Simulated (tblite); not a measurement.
C₆H₁₇PSi.
SMILES with atom numbers: `[CH3:1][CH2:2][PH:3][CH2:4][Si:5]([CH3:6])([CH3:7])[CH3:8]` (hydrogens: H9, H10, H11 on C1; H12, H13 on C2; H14 on P3; H15, H16 on C4; H17, H18, H19 on C6; H20, H21, H22 on C7; H23, H24, H25 on C8)

The geometry is computed with GFN2-xTB (gas phase).

Give the optimised bond lengths and angles.

| bond | length (bohr) |
| --- | --- |
| C1–C2 | 2.878 |
| C2–P3 | 3.529 |
| P3–C4 | 3.497 |
| C4–Si5 | 3.624 |
| Si5–C6, Si5–C7, Si5–C8 | 3.604 |
| C1–H9, C1–H10, C1–H11 | 2.057 |
| C2–H12, C2–H13 | 2.068 |
| P3–H14 | 2.652 |
| C4–H15, C4–H16 | 2.063 |
| C6–H17 and 8 like bonds | 2.052 |

Bonds in one row agree within 0.02 bohr and their mean is given. A selection of angles:
| angle | degrees |
| --- | --- |
| C2–C1–H9 | 110.5 |
| H9–C1–H10 | 108.0 |
| H9–C1–H11 | 108.5 |
| C1–C2–P3 | 111.6 |
| C1–C2–H12 | 110.6 |
| C1–C2–H13 | 109.9 |
| P3–C2–H12 | 109.6 |
| P3–C2–H13 | 107.2 |
| H12–C2–H13 | 107.9 |
| C2–P3–C4 | 98.7 |
| C2–P3–H14 | 94.6 |
| C4–P3–H14 | 95.6 |
| P3–C4–Si5 | 111.9 |
| P3–C4–H15 | 106.7 |
| P3–C4–H16 | 109.5 |
| Si5–C4–H15 | 109.4 |
| Si5–C4–H16 | 111.5 |
| H15–C4–H16 | 107.6 |
| C4–Si5–C6 | 108.3 |
| C4–Si5–C8 | 109.8 |
| C6–Si5–C7 | 110.8 |
| C6–Si5–C8 | 109.5 |
| Si5–C6–H17 | 111.5 |
| H17–C6–H18 | 107.6 |

Dihedral angles: C1–C2–P3–C4 -167° (antiperiplanar); C2–P3–C4–Si5 169° (antiperiplanar); P3–C4–Si5–C6 177° (antiperiplanar). The mirror-image conformer, all signs reversed, is as good.

P3 (phosphine phosphorus) is pyramidal (angles 98.7°, 95.6° and 94.6°, sum 288.9°, 0.85 Å off the plane of its three neighbours). Of the pairs four or more bonds apart, H12···H16 is among the closest relative to their van der Waals radii: 2.42 Å, 101 % of the sum of Bondi's values. Si5 (four-coordinate silicon) is tetrahedral (angles from 108.3° to 110.8°).

Point group: C1 (no symmetry element, even within 0.4 Å). Its GFN2-xTB frequencies are all real (lowest 21 cm⁻¹). One conformer, not necessarily the lowest. 3 starts were optimised and ended at 0.00, 0.12 and 0.42 kcal/mol (GFN2-xTB); the lowest of these is shown.
